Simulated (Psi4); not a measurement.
A dimer, CH4 ··· C3H6 (SMILES C and C1CC1); the first 5 atoms form monomer A.

```
14

C      0.0000     0.0000     0.0000
H     -0.5927     0.2291     0.8845
H     -0.4518    -0.8352    -0.5334
H      0.0320     0.8722    -0.6515
H      1.0125    -0.2661     0.3004
C      2.9688    -1.7629    -2.1518
C      2.3310    -0.8403    -3.1530
C      3.3995    -0.3246    -2.2296
H      2.3806    -2.0723    -1.2985
H      3.6503    -2.5184    -2.5186
H      1.3113    -0.5254    -2.9770
H      2.5811    -0.9716    -4.1970
H      3.1027     0.3391    -1.4288
H      4.3725    -0.1070    -2.6488
```

**Question.** What interaction energy does Psi4 1.11 with SAPT0/jun-cc-pVDZ, frozen core give, and which attractive term is the largest?

**Answer.** Total -0.59 kcal/mol: electrostatics -0.25, exchange 0.65, induction -0.05, dispersion -0.94. The most attractive term is dispersion.
